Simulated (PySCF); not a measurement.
Estimate the missing entries of this data sheet.

Species: C7H14FNO.
SMILES: `C/N=C/[C@](F)(OC)C(C)C`

Conformer (atom-mapped SMILES and torsion angles): `[CH3:1]/[N:2]=[CH:3]/[C@:4]([F:5])([O:6][CH3:7])[CH:8]([CH3:9])[CH3:10]`: N2–C3–C4–F5 152°, C3–C4–O6–C7 53°, C3–C4–C8–C9 69°.

```json
{"property": "point group of the GFN2-xTB geometry", "level": "GFN2-xTB", "value": "C1"}
{"property": "rotational constants A, B, C of the GFN2-xTB geometry", "level": "GFN2-xTB", "value": "1.698, 1.012, 0.837 GHz"}
{"property": "dipole moment", "level": "PBE0/pcSseg-1", "value": "?"}
{"property": "HOMO energy", "level": "PBE0/pcSseg-1", "value": "-7.33 eV"}
{"property": "LUMO energy", "level": "PBE0/pcSseg-1", "value": "?"}
{"property": "13C chemical shifts (computed TMS as zero) by class", "level": "GIAO PBE0/pcSseg-1", "value": "?"}
{"property": "1H chemical shifts (computed TMS as zero) by class", "level": "GIAO PBE0/pcSseg-1", "value": "7.68 (1 H), 3.81 (3 H), 3.63 (3 H), 1.78 (1 H), 1.21 (3 H), 0.88 (3 H) ppm"}
{"property": "isotropic shieldings of nuclei other than C and H, by class", "level": "GIAO PBE0/pcSseg-1", "value": "-124 (1 N), 267 (1 O), 325 (1 F) ppm"}
```

The electronic properties come from PySCF, for the isolated species, density fitting. NMR classes are plain means over equivalent atoms (diastereotopic ones count apart unless rotation or inversion swaps them), as if these changed places fast; in this geometry the members of some classes differ.

Q: The dipole moment?

A: 2.02 D.

Q: The 13C chemical shifts (computed TMS as zero) by class?

A: 167.9 (1 C), 120.1 (1 C), 52.1 (1 C), 50.6 (1 C), 39.7 (1 C), 17.7 (1 C), 16.0 (1 C) ppm.

Q: Give the LUMO energy.

A: -0.48 eV.

The rotational constants make it an asymmetric top with κ = (2B − A − C)/(A − C) = -0.59, nearer the prolate limit (−1). With B = h/(8π²I), that is 505.379 GHz u Å² over I, the principal moments of inertia are 297.7, 499.2 and 603.5 u Å² (most abundant isotopes). The dipole matches unit charges of opposite sign 0.42 Å apart (1 e·Å = 4.8032 D).

One conformer stands for the species.
